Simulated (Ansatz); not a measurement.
This geometry of CH5ClNPSi (10 atoms, charge 0, multiplicity 1) is a first-order saddle point.

These are results of RKS B3LYP/6-31G in Ansatz 0.2.0, not measurements.

```xyz
10
Properties=species:S:1:pos:R:3
N -1.750 1.035 0.874
C -0.566 0.786 1.177
Si 0.716 0.279 -0.213
P 0.611 -2.039 -0.593
Cl 2.778 0.723 0.465
H -2.681 1.247 0.609
H -0.185 0.818 2.216
H 0.484 1.108 -1.443
H -0.683 -1.985 -1.252
H 1.358 -2.024 -1.836
```

Which two structures does it join? (They come from a converged band through this point; their orientation in space is the band's.)

No bond is made or broken. The dihedral H6–N1–C2–Si3 changes from 179 to -1° by way of a nearly straight angle H6–N1–C2 (up to 178°), not by a turn about the bond.

Initial state:

```xyz
10
Properties=species:S:1:pos:R:3
N -1.819 0.883 0.598
C -0.603 0.836 1.012
Si 0.689 0.277 -0.284
P 0.536 -2.036 -0.590
Cl 2.675 0.694 0.587
H -2.513 1.174 1.304
H -0.269 1.073 2.031
H 0.593 1.108 -1.526
H -0.655 -1.963 -1.415
H 1.448 -2.098 -1.715
```

Final state:

```xyz
10
Properties=species:S:1:pos:R:3
N -1.729 1.364 1.171
C -0.691 0.607 1.237
Si 0.526 0.239 -0.210
P 0.747 -2.066 -0.557
Cl 2.532 0.981 0.330
H -1.880 1.813 0.252
H -0.489 0.123 2.194
H 0.079 1.052 -1.394
H -0.527 -2.212 -1.239
H 1.515 -1.954 -1.781
```

How far does it lie above each of them?

94.5 kJ/mol above the first and 90.3 kJ/mol above the second. This is the barrier of this one path; another mechanism may lie lower. Limits of this set-up: no polarisation functions.

The run took 8.6 min on 1 thread of Arm Neoverse V1, on a shared host, peak memory 0.17 GiB.
